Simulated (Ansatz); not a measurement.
Cost and result for the atomization energy of C2H9AlN2 (`CN[CH2][AlH][NH2]`) (14 atoms, 13 bonds).

Cartesian coordinates in Å:
```
C 1.386 -0.399 -0.978
N 0.546 0.773 -0.888
C -0.873 0.443 -0.814
Al -1.349 -0.305 0.948
N -0.227 -0.011 2.280
H 1.123 -1.075 -1.809
H 2.431 -0.103 -1.096
H 1.313 -0.977 -0.049
H 0.726 1.369 -1.687
H -1.453 1.372 -0.906
H -1.215 -0.199 -1.647
H -2.687 -1.109 1.243
H 0.621 0.523 2.167
H -0.343 -0.301 3.237
```

Total charge 0; spin multiplicity 1. All single points use the PBE0-D4/def2-TZVP geometry. It is one conformer, not always the lowest. Program: Ansatz. All runs use 4 threads of an Arm Neoverse V1 on a shared host. Times are those of one run each, without the atoms' runs, and a repeat can differ threefold. Electronic energies, without spin–orbit coupling; frozen cores. CCSD(T)/CBS adds CCSD(T) − MP2 in def2-TZVPP to the MP2 limit, and its time is that of the two runs behind it. T1 = 0.010. B3LYP takes the VWN-RPA correlation (the form of Gaussian; ORCA's B3LYP/G).

CCSD(T)/CBS is a level of theory with its own doubt, some kJ/mol a heavy atom from the limit and from the frozen cores, so smaller differences don't rank the functionals.

```
                             level  functions  wall time
   PBE-D4/def2-TZVPP (with forces)        292      4.1 s
                PBE0-D4/def2-TZVPP        292        6 s
r2SCAN-D4/def2-TZVPP (with forces)        292      7.5 s
 B3LYP-D4/def2-TZVPP (with forces)        292        9 s
                 B2PLYP/def2-TZVPP        292      9.5 s
                ωB97X-V/def2-TZVPP        292       13 s
  ωB97M-V/def2-TZVPP (with forces)        292       18 s
                    MP2/def2-QZVPP        568       48 s
                CCSD(T)/def2-TZVPP        292      5 min
                 CCSD(T)/CBS(def2)          –    5.8 min
```

Task: What atomization energy does each give, and how far from CCSD(T)/CBS? (An estimate is asked.)

Result: The calculation gave: 
| level | atomization (kJ/mol) | difference from CCSD(T)/CBS | per bond |
| --- | --- | --- | --- |
| PBE-D4/def2-TZVPP (with forces) | 4999.4 | 81.6 | 6.3 |
| PBE0-D4/def2-TZVPP | 4915.4 | -2.4 | -0.2 |
| r2SCAN-D4/def2-TZVPP (with forces) | 4904.0 | -13.8 | -1.1 |
| B3LYP-D4/def2-TZVPP (with forces) | 4936.5 | 18.7 | 1.4 |
| B2PLYP/def2-TZVPP | 4867.8 | -50.0 | -3.8 |
| ωB97X-V/def2-TZVPP | 4938.0 | 20.2 | 1.6 |
| ωB97M-V/def2-TZVPP (with forces) | 4939.0 | 21.2 | 1.6 |
| MP2/def2-QZVPP | 4902.5 | -15.3 | -1.2 |
| CCSD(T)/def2-TZVPP | 4779.3 | -138.5 | -10.7 |
| CCSD(T)/CBS(def2) | 4917.8 | 0.0 | 0.0 |

The D4 term adds +41.5 kJ/mol with B3LYP and +22.1 kJ/mol with PBE0; it sums over pairs of atoms, weighted by their polarisabilities, and B3LYP, whose exchange is more repulsive, gets the larger term. In def2-TZVPP, CCSD(T) changes the Hartree–Fock value by +1289.8 kJ/mol (the triples alone add +66.2 kJ/mol) and MP2 by +1330.4 kJ/mol; breaking electron pairs costs correlation energy, which Hartree–Fock lacks. From PBE to PBE0 (25 % exact exchange), in def2-TZVPP and without D4, the atomization energy moves by −80.0 kJ/mol: exact exchange takes away binding that semilocal exchange gives to molecules.
